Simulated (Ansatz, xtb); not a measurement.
**TiCl2F2 (SMILES [F][Ti]([F])([Cl])[Cl]): methods side by side**

TiCl2F2 has 5 atoms, charge 0, and is taken as a singlet. SMILES: `[F][Ti]([F])([Cl])[Cl]`. The shape is that of a PBE0-D4/def2-TZVP optimisation.

Quantity: the dipole moment, in D. The values are calculated.

```json
{"level": "GFN0-xTB", "kind": "semi-empirical", "program": "xtb", "value (D)": "0.50"}
{"level": "GFN1-xTB", "kind": "semi-empirical", "program": "xtb", "value (D)": "0.74"}
{"level": "HF/STO-3G", "kind": "Hartree–Fock", "program": "Ansatz", "value (D)": "2.14"}
{"level": "HF/3-21G", "kind": "Hartree–Fock", "program": "Ansatz", "value (D)": "1.08"}
{"level": "B3LYP/3-21G", "kind": "global hybrid", "program": "Ansatz", "value (D)": "1.17"}
{"level": "MP2/ANO-RCC-MB (sfX2C)", "kind": "perturbation theory", "program": "Ansatz", "value (D)": "0.85"}
{"level": "MP2/ANO-RCC-VDZ (sfX2C)", "kind": "perturbation theory", "program": "Ansatz", "value (D)": "0.58"}
{"level": "MP2/ANO-RCC-VDZP (sfX2C)", "kind": "perturbation theory", "program": "Ansatz", "value (D)": "0.59"}
```

The values span 0.50 to 2.14 D. Magnitudes only: a small dipole may point the other way at some levels. Sets without polarisation functions give poor dipoles.
